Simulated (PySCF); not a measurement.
## CuO₂ + HCl → CuHCl + O₂

Level: PBE0 in the def2-TZVP basis family, all electrons, no relativity, computed in PySCF with density fitting; open shells unrestricted.

```json
{"species": "CuO₂", "state and structure": "doublet, C2v, Cu–O 1.928 Å (×2), O–O 1.374 Å; Cu–O–O 69.1° (×2), O–Cu–O 41.7°", "ZPE (kJ/mol)": "10.0", "H(298 K) − H(0) (kJ/mol)": "12.4", "S° (J/(mol K))": "276.0"}
{"species": "HCl", "state and structure": "singlet, C∞v, H–Cl 1.279 Å", "ZPE (kJ/mol)": "17.9", "H(298 K) − H(0) (kJ/mol)": "8.7", "S° (J/(mol K))": "186.6"}
{"species": "CuHCl", "state and structure": "doublet, Cs, Cu–Cl 2.092 Å, Cu–H 1.490 Å; Cl–Cu–H 136.6°", "ZPE (kJ/mol)": "15.3", "H(298 K) − H(0) (kJ/mol)": "11.9", "S° (J/(mol K))": "269.3"}
{"species": "O₂", "state and structure": "triplet, D∞h, O–O 1.193 Å", "ZPE (kJ/mol)": "10.3", "H(298 K) − H(0) (kJ/mol)": "8.7", "S° (J/(mol K))": "204.9"}
```

(1) Is the gas-phase reaction uphill or downhill in electronic energy at this level, and by how much?

(2) Add zero-point, thermal and entropy terms for 298.15 K and 1 bar.

Answers

(1) At PBE0/def2-TZVP, ΔE = -64.3 kJ/mol, downhill. 

(2) ΔZPE = -2.3 and Δ[H(298) − H(0)] = -0.5 kJ/mol give ΔH° = -67.1 kJ/mol. ΔS° = 11.6 J/(mol K), so ΔG° = -67.1 − 298.15 × (0.0116) = -71 kJ/mol and log₁₀K = 12.4.

Open d or f shells are single determinants, so the state found may not be the ground state. Each species is the lowest minimum found with this bonding; other isomers or fragments can lie lower.
